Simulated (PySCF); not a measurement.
Positional isomers: butadiene methyl+boryl. Gas-phase values, no solvent. One relaxed conformer stands for each flexible species; it need not be the lowest. Strings in code marks are SMILES.

Quantity: electronic energy of isomers of C5H9B relative to `B/C=C/C=C/C`, in kcal/mol.

Level 1: TPSSh-D3(BJ)/def2-TZVP // CAM-B3LYP-D3(BJ)/def2-TZVP (PySCF)
Level 2: PBE/6-31G* // CAM-B3LYP-D3(BJ)/def2-TZVP (PySCF)
Level 3: SVWN5/6-31G* // CAM-B3LYP-D3(BJ)/def2-TZVP (PySCF)
Level 4: HF/6-31G* // CAM-B3LYP-D3(BJ)/def2-TZVP (PySCF)

```json
[
 {"species": "`BC(=C)/C=C\\C`", "level 1": "8.67", "level 2": "9.61", "level 3": "8.39", "level 4": "9.56"},
 {"species": "`B/C=C\\C(=C)C`", "level 1": "6.26", "level 2": "7.04", "level 3": "5.74", "level 4": "8.50"},
 {"species": "`B/C(C)=C/C=C`", "level 1": "3.81", "level 2": "4.24", "level 3": "3.53", "level 4": "5.00"},
 {"species": "`BC(=C)C(=C)C`", "level 1": "7.18", "level 2": "8.45", "level 3": "6.37", "level 4": "8.19"},
 {"species": "`B/C=C/C=C\\C`", "level 1": "1.36", "level 2": "1.61", "level 3": "1.32", "level 4": "2.08"}
]
```
